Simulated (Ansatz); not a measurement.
# Molecular dynamics of C₂H₆F₂Ge

input.yaml

```yaml
crystal:
  periodic: [false, false, false]
  atoms:
    - { symbol: Ge, position_ang: [0.136828, 0.022227, 0.097214] }
    - { symbol: C, position_ang: [-0.05157, -0.070189, 2.011633] }
    - { symbol: H, position_ang: [-1.120468, -0.084843, 2.268696] }
    - { symbol: H, position_ang: [0.421789, -0.984241, 2.399486] }
    - { symbol: H, position_ang: [0.417798, 0.805116, 2.484724] }
    - { symbol: C, position_ang: [1.881634, 0.043529, -0.717659] }
    - { symbol: H, position_ang: [2.430383, -0.877552, -0.470241] }
    - { symbol: H, position_ang: [1.769108, 0.110143, -1.809521] }
    - { symbol: H, position_ang: [2.458881, 0.910886, -0.364129] }
    - { symbol: F, position_ang: [-0.728166, 1.428225, -0.456527] }
    - { symbol: F, position_ang: [-0.757517, -1.303301, -0.591875] }
basis:
  gaussian: { orbitals: def2-SVP }
hamiltonian:
  xc: r2scan
  dispersion: d4
md:
  timestep: 0.5
  n_steps: 150
  ensemble: nve
  temperature: 2000.0
  initial_velocities: maxwell_boltzmann
  seed: 153033
```

Run as:

```bash
$ ansatz run input.yaml --threads 4 --pin off --max-ram 5120MiB --backend cpu --events-out ev --progress --plain --runs-dir out
```

It starts from a relaxed structure.

Output, in part (step lines, the closing report, with atoms numbered from 0):

```
md step     0: t =     0.00 fs  T =  2000.0 K  F+E_penalty+E_count = -64109.94485164 eV  E_kin = 2.326680 eV  conserved = -64107.61817166 eV  (27 SCF iters)
[... lines left out ...]
Total energy: -64108.66531504 eV, -2355.9499959135 hartree
Atom 0 at     0.140979     0.056843     0.126979 Å, force    -1.691291    -0.223765    -0.383329 eV/Å
Atom 1 at    -0.039134     0.083286     2.003441 Å, force     0.232324    -1.869326    -0.835379 eV/Å
Atom 2 at    -0.699529     0.667283     2.534751 Å, force    -1.833625     2.482217     0.676331 eV/Å
Atom 3 at    -0.558591    -0.851620     2.072845 Å, force    -0.860289    -1.351302    -0.008209 eV/Å
Atom 4 at     0.711982    -0.145896     2.705629 Å, force     2.137477     0.046910     0.520951 eV/Å
Atom 5 at     1.688532    -0.062262    -0.792527 Å, force     5.598371     0.564747    -0.748907 eV/Å
Atom 6 at     1.783750    -0.219124    -1.926697 Å, force    -0.806978     0.375286     1.503573 eV/Å
Atom 7 at     2.195264     0.950671    -0.514860 Å, force    -0.260451    -1.374557    -0.770758 eV/Å
Atom 8 at     2.429870    -0.858207    -0.344958 Å, force    -1.403839     1.258781    -0.537885 eV/Å
Atom 9 at    -0.791299     1.357293    -0.530677 Å, force    -0.287363     0.246610    -0.009850 eV/Å
Atom 10 at    -0.568721    -1.377001    -0.579941 Å, force    -0.824336    -0.155602     0.593462 eV/Å
Dipole moment:     0.517581    -0.009717     0.537524 e Å
```

The steps, from the saved trajectory:

```json
{"time (fs)": "0.0", "T (K)": "2000", "potential energy less start (eV)": "0.000", "conserved less start (meV/atom)": "0.00"}
{"time (fs)": "2.5", "T (K)": "1318", "potential energy less start (eV)": "0.806", "conserved less start (meV/atom)": "1.16"}
{"time (fs)": "5.0", "T (K)": "1284", "potential energy less start (eV)": "0.838", "conserved less start (meV/atom)": "0.50"}
{"time (fs)": "7.5", "T (K)": "874", "potential energy less start (eV)": "1.319", "conserved less start (meV/atom)": "0.83"}
{"time (fs)": "10.0", "T (K)": "1036", "potential energy less start (eV)": "1.128", "conserved less start (meV/atom)": "0.62"}
{"time (fs)": "12.5", "T (K)": "1055", "potential energy less start (eV)": "1.109", "conserved less start (meV/atom)": "0.80"}
{"time (fs)": "15.0", "T (K)": "1100", "potential energy less start (eV)": "1.053", "conserved less start (meV/atom)": "0.51"}
{"time (fs)": "17.5", "T (K)": "1110", "potential energy less start (eV)": "1.042", "conserved less start (meV/atom)": "0.65"}
{"time (fs)": "20.0", "T (K)": "1051", "potential energy less start (eV)": "1.115", "conserved less start (meV/atom)": "1.02"}
{"time (fs)": "22.5", "T (K)": "1379", "potential energy less start (eV)": "0.726", "conserved less start (meV/atom)": "0.26"}
{"time (fs)": "25.0", "T (K)": "1161", "potential energy less start (eV)": "0.983", "conserved less start (meV/atom)": "0.70"}
{"time (fs)": "27.5", "T (K)": "1092", "potential energy less start (eV)": "1.063", "conserved less start (meV/atom)": "0.62"}
{"time (fs)": "30.0", "T (K)": "664", "potential energy less start (eV)": "1.564", "conserved less start (meV/atom)": "0.92"}
{"time (fs)": "32.5", "T (K)": "754", "potential energy less start (eV)": "1.453", "conserved less start (meV/atom)": "0.27"}
{"time (fs)": "35.0", "T (K)": "445", "potential energy less start (eV)": "1.822", "conserved less start (meV/atom)": "1.19"}
{"time (fs)": "37.5", "T (K)": "850", "potential energy less start (eV)": "1.343", "conserved less start (meV/atom)": "0.46"}
{"time (fs)": "40.0", "T (K)": "775", "potential energy less start (eV)": "1.434", "conserved less start (meV/atom)": "0.81"}
{"time (fs)": "42.5", "T (K)": "1058", "potential energy less start (eV)": "1.103", "conserved less start (meV/atom)": "0.65"}
{"time (fs)": "45.0", "T (K)": "976", "potential energy less start (eV)": "1.199", "conserved less start (meV/atom)": "0.67"}
{"time (fs)": "47.5", "T (K)": "861", "potential energy less start (eV)": "1.331", "conserved less start (meV/atom)": "0.57"}
{"time (fs)": "50.0", "T (K)": "860", "potential energy less start (eV)": "1.334", "conserved less start (meV/atom)": "0.75"}
{"time (fs)": "52.5", "T (K)": "860", "potential energy less start (eV)": "1.336", "conserved less start (meV/atom)": "0.93"}
{"time (fs)": "55.0", "T (K)": "1139", "potential energy less start (eV)": "1.004", "conserved less start (meV/atom)": "0.24"}
{"time (fs)": "57.5", "T (K)": "869", "potential energy less start (eV)": "1.327", "conserved less start (meV/atom)": "1.00"}
{"time (fs)": "60.0", "T (K)": "1165", "potential energy less start (eV)": "0.978", "conserved less start (meV/atom)": "0.61"}
{"time (fs)": "62.5", "T (K)": "1145", "potential energy less start (eV)": "1.004", "conserved less start (meV/atom)": "0.86"}
{"time (fs)": "65.0", "T (K)": "1565", "potential energy less start (eV)": "0.510", "conserved less start (meV/atom)": "0.40"}
{"time (fs)": "67.5", "T (K)": "1328", "potential energy less start (eV)": "0.792", "conserved less start (meV/atom)": "0.96"}
{"time (fs)": "70.0", "T (K)": "1282", "potential energy less start (eV)": "0.840", "conserved less start (meV/atom)": "0.47"}
{"time (fs)": "72.5", "T (K)": "1006", "potential energy less start (eV)": "1.165", "conserved less start (meV/atom)": "0.74"}
{"time (fs)": "75.0", "T (K)": "909", "potential energy less start (eV)": "1.280", "conserved less start (meV/atom)": "0.89"}
```

All steps were run. The conserved energy stayed within 1.2 meV per atom of its start (net change 0.89 meV per atom), so the integration is sound. The temperature averaged 0.52 of the 2000 K drawn at the start: a run that starts near a minimum puts about half its kinetic energy into the potential. A run of 0.075 ps of so small a system gives no equilibrium averages.

The same pairs are bonded in the first frame and the last. Pairs count as bonded within 1.25 times the sum of covalent radii (0.12 Å more for H–H).

Last frame:

```xyz
11
Properties=species:S:1:pos:R:3
Ge 0.141 0.057 0.127
C -0.039 0.083 2.003
H -0.700 0.667 2.535
H -0.559 -0.852 2.073
H 0.712 -0.146 2.706
C 1.688 -0.062 -0.792
H 1.784 -0.219 -1.927
H 2.195 0.951 -0.515
H 2.430 -0.858 -0.345
F -0.791 1.357 -0.531
F -0.569 -1.377 -0.580
```

Run time: 4.7 min on 4 threads of Arm Neoverse V2, on a shared host, peak memory 0.2 GiB.
